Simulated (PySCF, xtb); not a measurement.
Al(Cl)(Me)(vinyl) (C3H6AlCl), SMILES [CH3][Al]([Cl])[CH]=C.

GFN2-xTB run with xtb at its own geometry gives an orbital gap of 3.79 eV and a dipole moment of 1.84 D.

Geometry optimised at B3LYP-D3(BJ)/def2-SVP. The structure was generated by enumeration; whether it is a known compound was not checked. Other conformers were not sampled.

**Question.** What does PBE/def2-TZVP (PySCF) give? (An estimate is asked for; the answer gives what the named calculation found.)

**Answer.** gap 4.45 eV (levels -6.69 and -2.25 eV), dipole 2.13 D.
